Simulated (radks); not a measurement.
The numbers below are computed, except where a source is named.
Initial-state core-level shifts of the ytterbium ion Yb+ when its valence configuration changes from [Xe] 4f14 6s1. Level of theory: Dirac Kohn-Sham, PBE, spin-unpolarised, spherical densities, point nucleus; open shells fill j = l - 1/2 first (a radial shooting solver on a logarithmic mesh with Libxc functionals). Shifts are changes of the shell-averaged eigenvalues in eV (positive: less bound).

valence                    2s       2p       3p       5s
4f14 5d1               +1.468   +1.467   +1.427   +1.632
4f13 5d1 6s1           -7.010   -6.939   -7.751   -4.127
4f13 6s2               -9.313   -9.241  -10.000   -6.474
4f12 5d1 6s1 6p1      -18.738  -18.572  -20.386  -11.915
4f13 5d1.5 6s0.5       -6.009   -5.939   -6.770   -3.092
4f13 5d0.5 6s1 6p0.5   -8.724   -8.652   -9.437   -5.876
4f13 6s1 6p1          -10.535  -10.463  -11.213   -7.708
4f14 6p1               -1.245   -1.246   -1.227   -1.302
4f12 5d2 6s1          -14.976  -14.813  -16.678   -8.207
